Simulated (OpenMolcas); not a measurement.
# Pm4+: the spin-orbit constant, worked from levels

```yaml
Program: OpenMolcas
Basis: ANO-R3 [9s7p5d5f3g1h]
Scalar_Hamiltonian: X2C, finite nucleus
Active_space: 3 electrons in 7 orbitals (4f)
State_averaging: 2S+1 = 4 odd, 35 roots; 2S+1 = 2 odd, 112 roots (105 in the spin-orbit step)
Spin-orbit_coupling: state interaction with AMFI integrals over the reference wave functions, term energies averaged over their components
```

Methods: CASSCF; MS-CASPT2, IPEA 0.25 Eh, imaginary shift 0.1 Eh (closed shells correlated: 5s 5p).

**The spin-orbit constant.** For the Hund term ⁴I° of f3, E(J) = (A/2) J(J+1) + constant and ζ = 2S·A = 3A. From J = 9/2 to J = 15/2 the energy changes by 19.5 A.

```
   Source  E(15/2) - E(9/2)      A     ζ
   CASSCF            8083.2  414.5  1244
MS-CASPT2            8131.6  417.0  1251
```

All in cm-1. Both methods take the spin-orbit matrix elements from the reference wave functions, so the second can move ζ only through the term energies and any multistate remixing. Second-order mixing with other terms is absorbed into this ζ.

CASPT2 breaks the degeneracy within a term, and the mean is taken; among the terms shown or strongly mixed into the levels shown the widest spread is 680 cm-1 (4f³ ⁴I°, MS-CASPT2). High states are left out of the spin-orbit mixing, which shifts the levels that they would mix with. Without dynamic correlation excited terms often stand tens of per cent too high (terms of higher spin than the ground term too low), and those without a measured partner can miss by more than the paired ones (holds for CASSCF). Blocks of more than 70 roots (2S+1 = 2 odd) ran without multistate coupling (holds for MS-CASPT2). Only configurations of the active space appear.

° marks odd parity.
